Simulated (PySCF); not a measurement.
Dipole response of Sb²⁺ (antimony, charge +2)

[Kr] 4d10 5s1 5p2, high-spin 4P determinant (an excited configuration). Calculation: PySCF 2.14, in aug-cc-pVQZ-DK3 (9s8p6d3f2g, 102 functions); the spin-free X2C one-electron Hamiltonian (Gaussian nucleus). Coupled (time-dependent) response in atomic units; α is the mean over directions.

| method | mean α (bohr³) | α xx, yy, zz | C₆ (like pair) | S(−4) |
| --- | --- | --- | --- | --- |
| UHF | 15.13 | 16.10, 14.64, 14.64 | 90.51 | 67.52 |
| PBE | 15.13 | 15.29, 15.05, 15.05 | 90.81 | 68.42 |
| PBE0 | 15.00 | 15.38, 14.81, 14.81 | 89.71 | 66.74 |

S(−4) is the Cauchy moment in α(ω) = α(0) + S(−4) ω² + …

Spin-orbit coupling is absent.

α(iu) at PBE0:

```tsv
u (hartree)	α(iu) (bohr³)
0	15.00
0.0500	14.83
0.100	14.36
0.200	12.78
0.300	10.86
0.500	7.561
0.750	5.034
1.00	3.628
1.50	2.234
2.00	1.564
3.00	0.9117
5.00	0.4193
```

A single London oscillator, α(iu) = α/(1 + u²/ω²), gives C₆ = (3/4) ω α². Matching the computed C₆ needs ω = 4 × 89.71 / (3 × 15.00²) = 0.532 hartree.

For an ion, C₆ is the dispersion term alone; charge-induced terms of lower order in 1/R come first.

The components differ because the open shell of this determinant is not spherical; for a pure term their mean is the scalar polarisability.
